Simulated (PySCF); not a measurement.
A coupled-cluster job on `[Ge@@H]([NH2])([C]#C)[F]`.

Computed with EOM-CCSD/aug-cc-pVDZ, vertical, frozen core, gas phase (PySCF 2.14.0). Geometry: PBE0-D3(BJ)/def2-SVP. The input is one job of a driver script: a line of settings, then coordinates in Å.

Command:
```bash
OMP_NUM_THREADS=1 python probes_run.py task.json out
```

Input:
```
{"job": {"kind": "eom", "basis": "aug-cc-pVDZ", "nee": 0}, "charge": 0, "multiplicity": 1}
C      2.468106     0.272809    -0.365420
C      1.316267     0.239337     0.020720
Ge    -0.475978     0.213092     0.623689
N     -1.551512     0.082738    -0.817234
F     -0.610055    -1.187631     1.662803
H      3.488539     0.303710    -0.705406
H     -0.863267     1.407589     1.492020
H     -2.549832     0.046298    -0.635356
H     -1.293701    -0.618945    -1.504510
```

Q: Give the output.

A: 
```
E(HF) = -2307.3165724686
E(MP2) = -2308.0892009786
E(CCSD) = -2308.1177557921
T1 diagnostic = 0.0122

EOM-IP-CCSD (eV)   Koopmans (eV)
  10.4727      11.9223
  11.2560      11.2717
  11.3461      11.3160
  12.8146      13.9446
  13.4041      15.1971
  14.7328      16.9742
  14.8803      17.0429
  15.2393      17.1548
```

Q: What share of the CCSD correlation energy does MP2 give?

A: MP2 -0.77263 Eh against CCSD -0.80118 Eh: 96.4 %.

Summary of the converged run: CCSD correlation energy -0.8012 Eh; T1 diagnostic 0.012; first ionisation 10.47 eV.

Q: Estimate the wall time. Hardware: one thread of an Arm Neoverse V1, no GPU, on a shared host.

A: About 9.3 min.

One conformer stands for the species.
Labels such as C1 count atoms from 1, the log's own numbers from 0.
